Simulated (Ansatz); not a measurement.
`[F][GeH2][InH2]` + H₂S → `[F][GeH2][SH]` + `[InH3]` at 400 K and 1 bar (cleavage of the Ge–In bond).

Program: Ansatz. Geometries: PBE0-D4/def2-TZVP. ΔE: electronic, gas phase. CBS: MP2 limit from def2 TZ/QZ plus the TZ coupled-cluster correction, frozen cores. This one scheme is used for every species. Elements past krypton have def2 core potentials. For Ge, In outer-core shells are correlated without core-valence functions, which leaves a few kJ/mol of doubt a bond. Scalar relativity is left out up to krypton. Each species was taken in one conformer, which may not be the lowest.

```tsv
species	CCSD(T)/CBS energy (Eh)	H − E (kJ/mol)	S (J/(mol·K))
`[F][GeH2][InH2]`	-2368.13046	107.1	379.6
H₂S	-398.97279	53.4	215.9
`[F][GeH2][SH]`	-2575.53651	96.6	330.5
`[InH3]`	-191.56739	59.8	243.4
```

H − E and S are ideal-gas, rigid-rotor, harmonic terms from PBE0-D4/def2-TZVP, for one conformer and one mirror image of each species. 1 Eh = 2625.50 kJ/mol, R = 8.31446 J/(mol·K).

Question: By hand: ΔE, ΔH, ΔS and ΔG.

Answer: ΔE = (-2575.53651) + (-191.56739) − (-2368.13046) − (-398.97279) = -0.00065 Eh = -1.7 kJ/mol. Δ(H − E) = 96.6 + 59.8 − 107.1 − 53.4 = -4.1, so ΔH = -5.8 kJ/mol. ΔS = 330.5 + 243.4 − 379.6 − 215.9 = -21.6 J/(mol·K). ΔG = -5.8 − 400 × (-21.6)/1000 = 2.8 kJ/mol.

Question: By hand: the equilibrium constant, and the temperature at which ΔG would vanish if ΔH and ΔS stayed fixed.

Answer: log₁₀ K = −ΔG/(RT ln 10) = -0.4. ΔG = 0 at ΔH/ΔS = 269 K, though so small a ΔH makes that figure unsure.

TΔS isn't small against ΔH here. The sign of ΔG lies within the doubt. A doubt of 5 kJ/mol in ΔE shifts log₁₀ K by 0.7 here. Other conformers and mirror images would add mixing entropy, several J/(mol·K) or more a flexible species. These are equilibria of isolated gas molecules and say nothing of rates. Largest T1 diagnostic: 0.014 (customary marks: 0.02 for closed shells, 0.045 for open ones).
